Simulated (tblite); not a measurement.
Compound: C₅H₅FO₂S.
Numbering: `[O:1]=[C:2]([OH:3])[CH2:4][S:5][C:6]1=[C:7]([F:8])[CH2:9]1` (hydrogens: H10 on O3; H11, H12 on C4; H13, H14 on C9)

Structure used (GFN2-xTB), in Å, numbered top down from 1:
```
atom  x, y, z in Å
O1     1.212    0.001   -1.157
C2     1.700   -0.290   -0.099
O3     2.944    0.037    0.251
C4     0.987   -1.019    1.010
S5     0.112    0.240    2.019
C6    -1.165    0.596    0.933
C7    -2.137    1.332    0.486
F8    -2.908    2.396    0.601
C9    -1.947    0.060   -0.265
H10    3.376    0.555   -0.447
H11    1.695   -1.507    1.675
H12    0.248   -1.714    0.616
H13   -1.471    0.072   -1.239
H14   -2.647   -0.759   -0.126
```

Computed with GFN2-xTB (tblite): harmonic, unscaled wavenumbers at the GFN2-xTB geometry, gas phase. The method is semi-empirical: single wavenumbers can be off by several per cent or more. One conformer, not necessarily the lowest.

Harmonic wavenumbers (cm⁻¹): 33.1, 37.4, 74.1, 121.0, 152.2, 224.0, 257.3, 302.9, 390.5, 415.8, 542.7, 586.0, 599.9, 679.6, 724.7, 751.8, 881.3, 901.5, 959.3, 1044.8, 1051.4, 1058.6, 1132.2, 1155.2, 1175.4, 1210.7, 1245.2, 1383.6, 1476.7, 1790.2, 1954.6, 2994.5, 3013.2, 3032.8, 3038.9, 3443.3.

A = 2593, B = 785.5, C = 697.2 MHz; mass 147.999 u (most abundant isotopes); point group C1, symmetry number 1.

Q: Zero-point energy?

A: Half the sum of the wavenumbers: 19918 cm⁻¹ = 238.27 kJ/mol.

Q: What is S at 298.15 K and 1 bar for an ideal gas of classical rigid rotors and harmonic oscillators?

A: Translation 171.18, rotation 124.70, vibration 129.46: S = 425.3 J/(mol K).

Q: And Cp and H(298.15 K) − H(0)?

A: Cp = 147.43 J/(mol K), of which vibrations give 114.17 (their classical limit is 36 R = 299.3); H(298.15 K) − H(0) = 28.49 kJ/mol without the zero-point energy, 18.57 from vibrations.

Q: Which modes carry the vibrational entropy at 298.15 K?

A: 33.1 cm⁻¹: 23.57; 37.4 cm⁻¹: 22.56; 74.1 cm⁻¹: 16.91; 121.0 cm⁻¹: 12.90; 152.2 cm⁻¹: 11.06; 224.0 cm⁻¹: 8.06 J/(mol K); the other 30 give 34.38 together.

Q: Blend soft modes into free rotors: weight 1/[1 + (100 cm⁻¹/ν̃)⁴] for the oscillator and the rest for a rotor with moment μB/(μ + B), μ = h/(8π²ν), B = 10⁻⁴⁴ kg m². What vibrational entropy results?

A: 112.63 J/(mol K) in place of 129.46, which changes −T·S at 298.15 K by +5.02 kJ/mol.

Q: What must be added to the electronic energy to get the Gibbs energy at 298.15 K and 1 bar?

A: ZPE + [H(298.15 K) − H(0)] − T·S = 238.27 + 28.49 − 126.81 = 139.95 kJ/mol.

Hindered rotation and anharmonicity are outside this model. Other conformers, if any are populated, would add a mixing term that is left out. The structure is chiral; the term R ln 2 for an equal mix with its mirror image is left out.
